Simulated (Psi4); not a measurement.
Dimer: CH6AlN (SMILES C[NH][AlH2]) (first 9 atoms) with NH3 (SMILES N); geometry from B3LYP-D3(BJ)/def2-TZVP, rigid monomers moved along the line of their centres of mass till H4···N10 is 3.48 Å.
(charge 0, multiplicity 1):
```json
[
 {"atom": "C", "x (Å)": "-0.5006", "y (Å)": "-0.4074", "z (Å)": "1.5620"},
 {"atom": "N", "x (Å)": "-0.3529", "y (Å)": "0.2877", "z (Å)": "0.2915"},
 {"atom": "Al", "x (Å)": "0.8170", "y (Å)": "-0.0088", "z (Å)": "-1.0056"},
 {"atom": "H", "x (Å)": "-0.3564", "y (Å)": "0.2577", "z (Å)": "2.4199"},
 {"atom": "H", "x (Å)": "0.2462", "y (Å)": "-1.2001", "z (Å)": "1.6360"},
 {"atom": "H", "x (Å)": "-1.4854", "y (Å)": "-0.8762", "z (Å)": "1.6654"},
 {"atom": "H", "x (Å)": "-1.0347", "y (Å)": "1.0262", "z (Å)": "0.1867"},
 {"atom": "H", "x (Å)": "0.7365", "y (Å)": "0.9115", "z (Å)": "-2.2839"},
 {"atom": "H", "x (Å)": "1.8611", "y (Å)": "-1.1720", "z (Å)": "-0.7904"},
 {"atom": "N", "x (Å)": "-0.0970", "y (Å)": "0.1769", "z (Å)": "5.8924"},
 {"atom": "H", "x (Å)": "0.4170", "y (Å)": "-0.5410", "z (Å)": "5.3947"},
 {"atom": "H", "x (Å)": "-1.0627", "y (Å)": "0.1198", "z (Å)": "5.5901"},
 {"atom": "H", "x (Å)": "0.2635", "y (Å)": "1.0731", "z (Å)": "5.5855"}
]
```

These are Psi4 1.11 with SAPT0/jun-cc-pV(D+d)Z values and carry that method's errors.

Task: Which attractive term is largest, and how does the interaction split up?

Result: electrostatics -0.01, exchange 0.24, induction -0.02, dispersion -0.25, total -0.05 kcal/mol; the largest attraction is dispersion.
